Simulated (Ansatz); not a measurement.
`FB[O][GeH3]` + H₂O → `OBF` + `[OH][GeH3]` at 400 K and 1 bar (formal hydrolysis of a B–O bond).

Calculated with Ansatz (gas phase, PBE0-D4/def2-TZVP geometries, no zero-point term in ΔE). CCSD(T)/CBS is the MP2 limit (def2-TZVPP, def2-QZVPP) plus CCSD(T) − MP2 in def2-TZVPP, frozen cores. This one scheme is used for every species. For Ge outer-core shells are correlated without core-valence functions, which leaves a few kJ/mol of doubt a bond. Scalar relativity is left out up to krypton. Each species was taken in one conformer, which may not be the lowest.

| species | CCSD(T)/CBS energy (Eh) | H − E (kJ/mol) | S (J/(mol·K)) |
| --- | --- | --- | --- |
| `FB[O][GeH3]` | -2278.39547 | 142.6 | 357.1 |
| H₂O | -76.37941 | 69.8 | 198.6 |
| `OBF` | -201.07426 | 96.4 | 268.5 |
| `[OH][GeH3]` | -2153.69723 | 116.2 | 291.7 |

H − E and S are ideal-gas, rigid-rotor, harmonic terms from PBE0-D4/def2-TZVP, for one conformer and one mirror image of each species. 1 Eh = 2625.50 kJ/mol, R = 8.31446 J/(mol·K).

**Question.** By hand: ΔE, ΔH, ΔS and ΔG.

**Answer.** ΔE = (-201.07426) + (-2153.69723) − (-2278.39547) − (-76.37941) = 0.00339 Eh = 8.9 kJ/mol. Δ(H − E) = 96.4 + 116.2 − 142.6 − 69.8 = 0.2, so ΔH = 9.1 kJ/mol. ΔS = 268.5 + 291.7 − 357.1 − 198.6 = 4.5 J/(mol·K). ΔG = 9.1 − 400 × (4.5)/1000 = 7.3 kJ/mol.

**Question.** By hand: the equilibrium constant, and the temperature at which ΔG would vanish if ΔH and ΔS stayed fixed.

**Answer.** log₁₀ K = −ΔG/(RT ln 10) = -1.0. ΔG = 0 at ΔH/ΔS = 2022 K, though so small a ΔH makes that figure unsure.

The number of gas molecules stays the same, so ΔS is small and ΔH decides. A doubt of 5 kJ/mol in ΔE shifts log₁₀ K by 0.7 here. Other conformers and mirror images would add mixing entropy, several J/(mol·K) or more a flexible species. These are equilibria of isolated gas molecules and say nothing of rates. Largest T1 diagnostic: 0.013 (customary marks: 0.02 for closed shells, 0.045 for open ones).
